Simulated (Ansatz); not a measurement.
Ansatz (a quantum-chemistry and plane-wave program) input (RI-MP2/def2-QZVPPD):
A basis named .json is the Basis Set Exchange file of that set.

Ansatz 0.2 input:
```yaml
crystal:
  periodic: [false, false, false]
  atoms:
    - {symbol: W, position_ang: [0.00000000, 0.00000000, 0.00000000]}
    - {symbol: F, position_ang: [0.00000000, 0.00000000, 1.83133360]}
    - {symbol: F, position_ang: [-0.00000000, -0.00000000, -1.83133360]}
basis:
  gaussian:
    orbitals: def2-QZVPPD.json
    fitting: {mean_field: def2-universal-jkfit, correlation: def2-QZVPPD-RIFIT.json}
magnetization: {spin_polarized: true, initial_magnetization: 2}
correlation: {method: mp2, electrons: outside_noble_gas}
```

End of the output:

```
575 factors; integrals over basis functions are off by at most 5.8e0 eV
mean field: 0.58 GiB planned
mean field evaluation 1: about -7218.6400 eV, gradient 3.1e1 eV
mean field evaluation 2: about -7220.5268 eV, gradient 2.6e1 eV
mean field evaluation 4: about -7222.6358 eV, gradient 1.3e0 eV
mean field evaluation 8: about -7222.6662 eV, gradient 2.0e-6 eV
mean field evaluation 16: about -7222.2585 eV, gradient 7.1e-1 eV
mean field evaluation 32: about -7222.5887 eV, gradient 1.4e0 eV
mean field evaluation 64: about -7222.1411 eV, gradient 2.0e0 eV
mean field evaluation 96: about -7222.6260 eV, gradient 1.0e0 eV
mean field -7222.66617294 eV, -265.4280861567 hartree, gradient 1.9e-6 eV, S^2 2.033159; 14 other end points of the search recorded, 0 dependent functions left out
6 core orbitals not correlated
reference -7222.66617294 eV, -265.4280861567 hartree; 11, 9 occupied and 199, 201 virtual orbitals, 575 factors
second order -19.39000188 eV of doubles, -0.00000000 eV of singles
Total energy: -7242.05617483 eV, -266.1406555829 hartree
```

The spin state was set by rule; other spins were not relaxed.
